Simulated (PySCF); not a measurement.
Si(F)(Cl)(Br)2, SMILES F[Si](Cl)(Br)Br (Br2ClFSi) at its PBE0/def2-SVP optimised geometry (Å):

```
5

F     -1.2010    -1.7528    -1.3382
Si    -0.6987    -1.0198     0.0000
Cl    -1.4167    -2.0678     1.5878
Br    -1.4885     1.0198     0.0000
Br     1.4885    -1.0198     0.0000
```

Calculation: PySCF with PBE0/def2-TZVP.

Map of the deformation density (molecule minus spherical neutral atoms) (e/bohr³) on the plane z = 0.8 Å:

```
|-------------------------------|
|-------------------------------|
|-------------------------------|
|-------------------------------|
|-------------------------------|
|------::::---------------------|
|-----:::::---------------------|
|-----::::----------------------|
|-----:-------------------------|
|-------=====-------------------|
|------==+++=-------------------|
|------==++==-------------------|
|-------===---------------------|
|---------------:::-------------|
|----------==--::::-------------|
|-------------:::::-------------|
|-----::----::..::--------------|
|----:::::::.   .:----===--::---|
|----:::::::.   .----==+=-:::---|
|----::::---:.  :-==-=++=-::::--|
|-----:--=+*+=:.:----=++=-::::--|
|-------=+#@%*-::-----===-:::---|
|-------=*%@@#=:::----==---::---|
|-------=+*%%*=-:::-------------|
|-------==+**+--:::-------------|
|--------=====-::::-------------|
|---------==---::::-------------|
|---------------:---------------|
|-------------------------------|
|-------------------------------|
|-------------------------------|
```
Scale: ten equal steps from -0.017 (start of ' ') to 0.034 (end of '@'), in the order ' .:-=+*#%@'; x runs from -3.50 to 3.50, y from -3.50 (bottom) to 3.50 (top).
